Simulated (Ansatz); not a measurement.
Basis-set extrapolation for CH₅AlOS₂ (`C[O][Al]([SH])[SH]`) (PBE0-D4/def2-TZVP geometry, frozen core, the Gaussian-basis code of Ansatz). Multiplicity 1, RHF reference.

```json
{"": "HF", "def2-TZVPP": "-1152.852541", "def2-QZVPP": "-1152.887608"}
{"": "MP2 correlation", "def2-TZVPP": "-0.836016", "def2-QZVPP": "-0.904409"}
{"": "CCSD(T) correlation", "def2-TZVPP": "-0.926035", "def2-QZVPP": "not run"}
```

Energies in hartree. Use E(X) = E(∞) + A·exp(−7.88·√X) for Hartree–Fock and E(X) = E(∞) + B·X^(−2.97) for correlation, with X = 3 and 4, and add CCSD(T) minus MP2 of the smaller set to the MP2 limit.

Question: What is the CCSD(T) energy at the basis-set limit?

Answer: HF limit: -1152.887608 + (-0.035067) × 0.13774 = -1152.89244. MP2 limit: -0.904409 + (-0.068393) × 0.74074 = -0.95507. Higher-order term: -0.926035 − (-0.836016) = -0.09002. Total: -1153.93753 hartree, 417.3 kJ/mol below CCSD(T)/def2-TZVPP.
